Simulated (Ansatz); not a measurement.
Steps of a relaxation of `C[O][Ge]([OH])([O]C)[O]C` with RKS PBE-D4/def2-SVP.

```sh
$ ansatz run in.yaml --threads 5 --pin off --events-out ev --progress --plain --max-ram 66560MiB --backend cuda --devices 0, --max-vram 37GiB
```

```yaml
crystal:
  periodic: [false, false, false]
  atoms:
    - {symbol: C, position_ang: [-1.209700, -1.343700, 1.179700]}
    - {symbol: O, position_ang: [-1.161700, -0.874900, -0.166900]}
    - {symbol: Ge, position_ang: [0.206500, 0.263500, -0.298300]}
    - {symbol: O, position_ang: [0.471100, 0.838100, -1.979800]}
    - {symbol: O, position_ang: [-0.022900, 1.671100, 0.782100]}
    - {symbol: C, position_ang: [-1.159800, 2.383700, 0.342200]}
    - {symbol: O, position_ang: [1.782700, -0.575200, 0.216000]}
    - {symbol: C, position_ang: [2.029100, -1.605000, -0.702800]}
    - {symbol: H, position_ang: [-2.111700, -1.980300, 1.292800]}
    - {symbol: H, position_ang: [-0.344100, -1.850000, 1.508000]}
    - {symbol: H, position_ang: [-1.467500, -0.443700, 1.872300]}
    - {symbol: H, position_ang: [1.195100, 1.446700, -1.945600]}
    - {symbol: H, position_ang: [-1.391400, 3.256300, 1.001700]}
    - {symbol: H, position_ang: [-2.091200, 1.734600, 0.392000]}
    - {symbol: H, position_ang: [-1.000300, 2.757700, -0.675700]}
    - {symbol: H, position_ang: [2.168700, -1.196500, -1.704600]}
    - {symbol: H, position_ang: [2.922600, -2.129300, -0.387000]}
    - {symbol: H, position_ang: [1.146900, -2.341800, -0.674200]}
basis:
  gaussian: {orbitals: def2-SVP}
hamiltonian: {xc: pbe, dispersion: d4}
relax: {f_tol: 0.03, max_steps: 200}
```

Positions (Å) and forces (eV/Å) along the path, 7 of 7 steps:

```xyz
18
step=1 energy=-67944.3306 eV
C    -1.210   -1.344    1.180   -3.062    2.224    0.518
O    -1.162   -0.875   -0.167    0.415   -0.034   -0.377
Ge    0.206    0.264   -0.298    1.854   -0.141    0.192
O     0.471    0.838   -1.980   -1.658   -1.267    0.097
O    -0.023    1.671    0.782    0.329   -0.303    0.211
C    -1.160    2.384    0.342   -1.192    0.028    0.632
O     1.783   -0.575    0.216   -1.416    1.453    0.378
C     2.029   -1.605   -0.703   -1.359   -0.905    0.379
H    -2.112   -1.980    1.293    0.167   -0.297   -0.202
H    -0.344   -1.850    1.508    1.699   -0.892    0.573
H    -1.468   -0.444    1.872    0.690   -1.072   -0.475
H     1.195    1.447   -1.946    1.258    1.057    0.026
H    -1.391    3.256    1.002    0.400   -0.180    0.000
H    -2.091    1.735    0.392    0.412    0.388   -0.299
H    -1.000    2.758   -0.676   -0.249    0.214   -0.542
H     2.169   -1.196   -1.705    0.055   -0.095   -0.822
H     2.923   -2.129   -0.387    0.770   -0.503    0.168
H     1.147   -2.342   -0.674    0.886    0.324   -0.459
18
step=2 energy=-67944.7719 eV
C    -1.272   -1.328    1.160   -1.037    0.583   -0.003
O    -1.127   -0.845   -0.185    0.118    0.018    0.151
Ge    0.243    0.291   -0.324    0.763   -0.150   -0.076
O     0.348    0.808   -2.044   -0.232   -0.271    0.327
O    -0.004    1.704    0.747    0.023   -0.128   -0.054
C    -1.175    2.440    0.395   -0.371    0.216    0.290
O     1.780   -0.544    0.192   -0.693    0.374   -0.221
C     2.091   -1.651   -0.654   -0.409   -0.323    0.001
H    -2.148   -2.018    1.176    0.219    0.067   -0.024
H    -0.382   -1.858    1.512    0.470   -0.305    0.183
H    -1.497   -0.489    1.885    0.166   -0.394   -0.316
H     1.086    1.441   -2.097    0.113    0.111   -0.082
H    -1.306    3.288    1.114    0.184   -0.232   -0.160
H    -2.109    1.820    0.454    0.224    0.087   -0.056
H    -1.107    2.861   -0.632   -0.042    0.022   -0.019
H     2.255   -1.341   -1.709    0.064   -0.002   -0.043
H     3.009   -2.133   -0.274    0.159    0.007    0.061
H     1.278   -2.436   -0.665    0.280    0.318    0.040
18
step=3 energy=-67944.8569 eV
C    -1.391   -1.298    1.157   -0.120    0.162   -0.150
O    -1.140   -0.857   -0.183    0.024   -0.014    0.092
Ge    0.244    0.258   -0.372    0.278    0.036   -0.056
O     0.256    0.725   -2.104   -0.006   -0.062    0.138
O     0.049    1.686    0.689   -0.055   -0.036   -0.042
C    -1.144    2.440    0.461   -0.008    0.060    0.078
O     1.789   -0.516    0.124   -0.232    0.081   -0.130
C     2.199   -1.639   -0.660   -0.119   -0.027    0.054
H    -2.265   -1.984    1.135    0.072    0.047   -0.046
H    -0.524   -1.845    1.585    0.043   -0.035    0.055
H    -1.637   -0.445    1.838    0.049   -0.128   -0.057
H     0.976    1.373   -2.249   -0.104   -0.107    0.047
H    -1.189    3.263    1.209    0.085   -0.118   -0.077
H    -2.066    1.821    0.582    0.067    0.052   -0.045
H    -1.164    2.895   -0.558   -0.025   -0.049    0.082
H     2.423   -1.361   -1.715    0.003    0.010    0.034
H     3.121   -2.059   -0.205   -0.035    0.058    0.008
H     1.426   -2.446   -0.682    0.083    0.068    0.016
18
step=4 energy=-67944.8818 eV
C    -1.421   -1.308    1.116    0.076   -0.116   -0.181
O    -1.136   -0.860   -0.210   -0.059   -0.049    0.177
Ge    0.236    0.258   -0.405   -0.117    0.061   -0.032
O     0.169    0.645   -2.145    0.165    0.157   -0.040
O     0.083    1.684    0.656   -0.166    0.064   -0.059
C    -1.109    2.461    0.505    0.161    0.035    0.021
O     1.776   -0.469    0.100    0.160   -0.197   -0.069
C     2.225   -1.617   -0.624    0.116    0.116    0.082
H    -2.292   -1.993    1.054    0.010    0.018    0.032
H    -0.569   -1.870    1.570   -0.050    0.032   -0.042
H    -1.677   -0.474    1.804   -0.032    0.057    0.029
H     0.873    1.294   -2.352   -0.143   -0.132    0.019
H    -1.078    3.269    1.267   -0.020   -0.055   -0.073
H    -2.035    1.863    0.663    0.013   -0.015    0.029
H    -1.183    2.929   -0.505    0.017   -0.011    0.070
H     2.459   -1.378   -1.689   -0.014   -0.012    0.063
H     3.157   -1.976   -0.134   -0.090    0.030   -0.059
H     1.486   -2.449   -0.619   -0.030    0.019    0.034
18
step=5 energy=-67944.8895 eV
C    -1.411   -1.338    1.093   -0.005   -0.015    0.028
O    -1.142   -0.855   -0.217    0.003    0.006   -0.024
Ge    0.226    0.269   -0.420   -0.007    0.005   -0.012
O     0.154    0.653   -2.160   -0.011   -0.006   -0.006
O     0.083    1.699    0.633    0.008    0.001    0.010
C    -1.099    2.482    0.511   -0.020    0.019    0.001
O     1.779   -0.442    0.084    0.003    0.011    0.012
C     2.218   -1.612   -0.596    0.009   -0.023   -0.008
H    -2.284   -2.020    1.030    0.005   -0.002   -0.005
H    -0.556   -1.908    1.522    0.000   -0.006   -0.005
H    -1.663   -0.521    1.807   -0.001    0.001    0.001
H     0.863    1.287   -2.378    0.008    0.005   -0.004
H    -1.050    3.290    1.270    0.005   -0.001   -0.002
H    -2.025    1.891    0.693   -0.001    0.003    0.008
H    -1.193    2.954   -0.493    0.002    0.005   -0.001
H     2.425   -1.423   -1.674   -0.001   -0.002   -0.002
H     3.159   -1.951   -0.117   -0.002    0.006    0.003
H     1.478   -2.443   -0.536    0.004   -0.007    0.007
18
step=6 energy=-67944.8909 eV
C    -1.404   -1.359    1.076   -0.017    0.002    0.036
O    -1.145   -0.852   -0.227    0.002    0.008   -0.018
Ge    0.218    0.278   -0.431    0.014   -0.005    0.002
O     0.139    0.655   -2.172   -0.025   -0.015    0.008
O     0.082    1.709    0.622    0.011   -0.016    0.001
C    -1.094    2.502    0.518   -0.022    0.009    0.000
O     1.776   -0.426    0.074   -0.016    0.004    0.000
C     2.212   -1.614   -0.577   -0.010   -0.020   -0.016
H    -2.275   -2.042    1.007    0.001    0.000   -0.005
H    -0.545   -1.936    1.490    0.008    0.001   -0.004
H    -1.653   -0.555    1.807    0.008   -0.012   -0.014
H     0.850    1.284   -2.399    0.023    0.019   -0.004
H    -1.024    3.312    1.273    0.006    0.003    0.003
H    -2.023    1.921    0.718    0.008    0.001   -0.001
H    -1.200    2.974   -0.486   -0.002    0.000   -0.007
H     2.402   -1.458   -1.664   -0.008   -0.005    0.021
H     3.164   -1.929   -0.101    0.005    0.002   -0.001
H     1.483   -2.451   -0.477    0.014    0.024    0.001
18
step=7 energy=-67944.8914 eV
C    -1.394   -1.376    1.063   -0.002    0.010    0.015
O    -1.148   -0.848   -0.235   -0.004    0.001   -0.005
Ge    0.213    0.284   -0.436    0.008    0.000    0.005
O     0.133    0.664   -2.176   -0.012   -0.008   -0.001
O     0.080    1.714    0.618    0.006   -0.005    0.005
C    -1.091    2.515    0.519   -0.013    0.003    0.004
O     1.772   -0.416    0.071   -0.007   -0.004    0.000
C     2.203   -1.616   -0.560   -0.016   -0.017   -0.019
H    -2.265   -2.059    0.990    0.004    0.002    0.001
H    -0.529   -1.957    1.459   -0.002   -0.001    0.001
H    -1.637   -0.583    1.808    0.004   -0.012   -0.012
H     0.846    1.291   -2.403    0.013    0.011   -0.002
H    -1.007    3.330    1.267   -0.002   -0.001   -0.005
H    -2.022    1.942    0.734    0.006    0.004    0.000
H    -1.205    2.979   -0.488   -0.001    0.000   -0.004
H     2.368   -1.485   -1.655   -0.003   -0.006    0.027
H     3.166   -1.913   -0.097   -0.005   -0.002   -0.008
H     1.479   -2.454   -0.426    0.025    0.024   -0.001
```

Run time 14 s (5 threads of an AMD EPYC 7R13 on a shared host and a share of an NVIDIA H100 80 GB); peak host memory 0.83 GiB.
